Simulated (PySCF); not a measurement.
Vertical excitations of a molecule C5H9N from TDA-PBE/def2-SVPD (PySCF 2.14.0), as energy in eV (oscillator strength): 4.25 (0.050), 5.24 (0.022), 5.64 (0.028), 6.14 (0.021), 6.22 (0.177), 6.46 (0.003), 6.50 (0.132), 6.62 (0.031), 6.79 (0.012), 7.02 (0.096). Lowest triplet (TDA): 3.37 eV. Coordinates come from a B3LYP-D3(BJ)/def2-SVP optimisation. One conformer was computed; it need not be the lowest.

Q: Which structure fits?
(A) CC1=CCNC1
(B) NC[C@@H]1C=CC1
(C) C=CN=C(C)C
(D) C=C(C)/C=N/C

A: C, C=CN=C(C)C
